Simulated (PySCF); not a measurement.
[InH4]- (charge -1).
SMILES: `[H][In-]([H])([H])[H]`

The closed-shell ground state was solved at several levels (PySCF, density fitting, gas phase). Geometry: PBE0-D3(BJ)/def2-SVP; no solvent, vibrations or thermal averaging. Atoms past krypton carry effective core potentials; spin–orbit coupling is left out. No diffuse functions stand in pcSseg-1 (def2-TZVP on In), which bears on an anion's orbital energies.

```json
{"level": "PBE0/pcSseg-1 (def2-TZVP on In)", "basis functions": "70", "total energy (Eh)": "-192.5193", "HOMO (eV)": "-2.27", "LUMO (eV)": "5.05", "gap (eV)": "7.32"}
{"level": "KT2/pcSseg-1 (def2-TZVP on In)", "basis functions": "70", "total energy (Eh)": "-193.6611", "HOMO (eV)": "-1.18", "LUMO (eV)": "4.65", "gap (eV)": "5.83"}
```

(1) What might B3LYP/def2-SVPD (64 basis functions) give for the same quantities?

(2) Over all these levels, which gives the widest orbital gap and which the narrowest?

Results:

(1) Total energy -192.5982 Eh, HOMO -2.12 eV, LUMO 3.68 eV, gap 5.80 eV.

(2) PBE0/pcSseg-1 (def2-TZVP on In) (global hybrid, 25 % exact exchange) has the widest, 7.32 eV, and B3LYP/def2-SVPD (global hybrid, 20 % exact exchange) the narrowest, 5.80 eV. Functional and basis both differ between the two, so the spread mixes both effects.
